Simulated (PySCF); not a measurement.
Structure with atom numbers: `[CH3:1]/[C:2](=[CH:3]/[Cl:4])[C@@H:5]([SiH3:6])[C:7]([F:8])([F:9])[F:10]`. Hydrogens are named by the atom that carries them.

PySCF 2.14 calculation with GIAO PBE0/pcSseg-1 shieldings and geometry from GFN2-xTB; one conformer, in vacuum, relativity neglected, rapidly exchanging positions averaged.

Predict the 2D correlation tables (HSQC, COSY, HMBC).

Answers



HSQC (one-bond C–H):
| δH | δC |
| --- | --- |
| 6.01 (H(C3)) | 125.3 (C3) |
| 3.63 (H(C5)) | 37.2 (C5) |
| 2.09 (H(C1)) | 21.4 (C1) |

COSY cross peaks (H two or three bonds apart, from the bond graph; peaks can be absent where the dihedral angle is near 90°):
| δH | δH |
| --- | --- |
| 4.00 (H(Si6)) | 3.63 (H(C5)) |

HMBC (two and three bonds, from the bond graph):
| δH | δC |
| --- | --- |
| 6.01 (H(C3)) | 141.0 (C2), 37.2 (C5), 21.4 (C1) |
| 4.00 (H(Si6)) | 141.0 (C2), 136.9 (C7), 37.2 (C5) |
| 3.63 (H(C5)) | 141.0 (C2), 136.9 (C7), 125.3 (C3), 21.4 (C1) |
| 2.09 (H(C1)) | 141.0 (C2), 125.3 (C3), 37.2 (C5) |

Scale: TMS for ¹H (σ = 31.72 ppm), ¹³C (σ = 186.93 ppm) (reference shieldings calculated alike).

Short H···H contacts in this conformer between protons four or more bonds apart (candidates for NOE cross peaks, intensity ∝ r⁻⁶): H(C1)···H(C3) 2.34 Å, H(C1)···H(Si6) 2.66 Å.

Carbons that carry Cl, above all several Cl atoms, come out too deshielded, partly because spin–orbit coupling is missing. Shifts are as computed. Against solution values, carbons near 30 ppm lie about +3 ppm off and those near 130 ppm about +5 ppm; carbons on Cl a further +6 ppm. Of 1309 compounds with measured shifts, 239 miss one by over three times the rms of a fit or turn the order of signals round; such compounds aren't used in these exercises.
